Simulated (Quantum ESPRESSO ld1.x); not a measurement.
Species: the bismuth ion Bi3+. Configuration: [Hg].

All-electron calculation, Dirac Kohn-Sham, revPBE, spin-unpolarised, spherical densities, point nucleus. Program: ld1.x of Quantum ESPRESSO 7.5.

Energy parts (hartree):
part                     energy
total                 -21580.17
kinetic                25246.97
electron-nucleus      -54643.19
Hartree                 8214.34
exchange-correlation    -398.29

Orbitals (lengths in bohr, moments of r in powers of bohr; <r^-3> diverges for s and p1/2; r(max) is where P^2 peaks):
orbital  occ.  eigenvalue (hartree)      <r^2>   <1/r>    r(max)  <r^-3>
1s1/2       2              -3327.76  0.0003459   103.4  0.009649       -
2s1/2       2              -598.200   0.005184   25.62   0.05639       -
2p1/2       2              -574.658   0.003643   25.54   0.04119       -
2p3/2       4              -489.395   0.004823   20.24   0.04902   24410
3s1/2       2              -145.160    0.03358   9.386    0.1587       -
3p1/2       2              -134.550    0.03049   9.290    0.1478       -
3p3/2       4              -115.458    0.03680   7.903    0.1636    5794
3d3/2       4              -98.1294    0.02802   7.803    0.1269    1018
3d5/2       6              -94.0832    0.02972   7.497    0.1312   826.8
4s1/2       2              -34.1128     0.1604   3.990    0.3563       -
4p1/2       2              -29.5027     0.1625   3.878    0.3537       -
4p3/2       4              -24.7983     0.1933   3.399    0.3855    1435
4d3/2       4              -17.3167     0.1999   3.204    0.3763   229.8
4d5/2       6              -16.4388     0.2105   3.097    0.3859   182.1
5s1/2       2              -6.80727     0.7749   1.669    0.7717       -
4f5/2       6              -6.73107     0.2291   2.766    0.3400   40.65
4f7/2       8              -6.52929     0.2355   2.725    0.3444   38.47
5p1/2       2              -5.21138     0.8832   1.547    0.8074       -
5p3/2       4              -4.30618      1.070   1.371    0.8834   272.2
5d3/2       4              -2.07870      1.645   1.098     1.016   30.08
5d5/2       6              -1.96661      1.756   1.059     1.046   23.28
6s1/2       2              -1.46406      4.535  0.6415     1.811       -

The highest occupied level is 6s1/2 at -39.839 eV. The density falls to 0.001 e/bohr^3 at r = 3.46 bohr. For comparison, the ionisation energy in NIST's Atomic Spectra Database is 45.4 eV (measured). In exact Kohn-Sham theory the highest level is minus the ionisation energy, but local and semilocal functionals leave it too shallow, through self-interaction and a potential that decays too fast; potentials with the right tail come closer. Summed over all electrons, <r^2> = 41.12 bohr^2, which gives a Langevin (diamagnetic) susceptibility term of -32.6 x 10^-6 cm^3/mol.
